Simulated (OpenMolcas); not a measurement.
Ionisation energies of zirconium

* Program: OpenMolcas 26.06
* Basis: ANO-RCC-VDZP [6s5p3d1f]
* Scalar Hamiltonian: DKH2, point nucleus
* Spin-orbit coupling: RASSI with atomic mean-field integrals over the reference wave functions, term energies averaged over their components

Active shells in each charge state: the valence d shell, with orbitals averaged over the low states. Where CASPT2's correlated closed shells are named, they are those of the first ion.

A. CASSCF
B. SS-CASPT2, IPEA 0.25 Eh, imaginary shift 0.1 Eh (closed shells correlated: 4s 4p)
C. SS-CASPT2, IPEA 0 Eh, imaginary shift 0.1 Eh (closed shells correlated: 4s 4p)
D. SS-CASPT2, IPEA 0.25 Eh, imaginary shift 0.1 Eh (closed shells correlated: none)
E. SS-CASPT2, IPEA 0.25 Eh, imaginary shift 0.1 Eh (closed shells correlated: 3d 4s 4p)

Energies in eV between the lowest computed levels, named as in B; reference values from the NIST Atomic Spectra Database with their kind.

```
          From              To       A       B       C       D       E  Spin-orbit share in B                Reference
  Zr2+ 4d2 3F2  Zr3+ 4d 2D 3/2  22.284  22.901  22.982  22.404  22.892                 +0.019  23.170 (semi-empirical)
Zr3+ 4d 2D 3/2    Zr4+ 4p6 1S0  33.378  33.926  33.996  33.378  33.910                 +0.097        34.418 (measured)
```

Error against the reference values, in %:

| From | Reference | A | B | C | D | E |
| --- | --- | --- | --- | --- | --- | --- |
| Zr2+ | semi-empirical | -3.8 | -1.2 | -0.8 | -3.3 | -1.2 |
| Zr3+ | measured | -3.0 | -1.4 | -1.2 | -3.0 | -1.5 |

Absolute error against the one measured value: A 1.04 eV, B 0.49 eV, C 0.42 eV, D 1.04 eV, E 0.51 eV. C lies closest.

The lowest level within the active space need not be the ion's true ground level.
